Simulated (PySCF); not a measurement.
## KAl: one state, many levels of theory

State: ³Π (triplet), unpaired electrons σ ↑, π ↑. Set-up: PySCF, no relativity, basis sets K pcseg-1, Al pcseg-1. De refers to K + Al in their high-spin ground configurations, without counterpoise correction. The functionals are run spin-unrestricted. A positive dipole means K(−)Al(+).

```csv
Level,Re (Å),ωe (cm⁻¹),De (eV),μ (D)
UHF,3.510,133,0.234,-9.28
UHF-MP2,3.432,145,0.383,n/a
UHF-SCS-MP2,3.438,144,0.326,n/a
UHF-CCSD,3.434,145,0.404,n/a
UHF-CCSD(T),3.428,147,0.430,n/a
PBE,3.378,144,0.71,-6.61
revPBE,3.419,140,0.67,-6.96
r²SCAN,3.382,150,0.79,-7.86
TPSSh,3.371,152,0.75,-7.96
r²SCANh,3.379,151,0.77,-8.04
PBE0,3.370,149,0.68,-7.55
ωB97X,3.306,170,0.62,-9.55
```

(1) Which functional lies closest to UHF-CCSD(T) in De, which farthest, and by how much do they differ from it?

(2) What does a quarter of exact exchange do here, going from PBE to PBE0?

(3) What does the step from GGA to meta-GGA do here, going from PBE to r²SCAN?

Correlated steps freeze 10 core orbitals. Correlated levels converge slowly with the basis: in double zeta they bind strong bonds too weakly, by up to about 1 eV, and carry superposition errors of some tenths. The state was picked by a PBE0 search and need not be the measured ground state.

Results:

(1) Closest is ωB97X (-12.2 pm in Re, +15.6 % in ωe, +0.19 eV in De against UHF-CCSD(T) in the same basis), farthest r²SCAN (-4.6 pm in Re, +2.0 % in ωe, +0.36 eV in De). CCSD(T) converges more slowly with the basis than the functionals do and binds too weakly in this one, so the order can change at the basis-set limit.

(2) PBE0 less PBE: -0.8 pm in Re, +3.5 % in ωe, -0.03 eV in De. Exact exchange removes part of the self-interaction that spreads semilocal densities, and in most molecules shortens and stiffens the bond and lowers De; so it does here.

(3) r²SCAN less PBE: +0.4 pm in Re, +4.2 % in ωe, +0.08 eV in De.
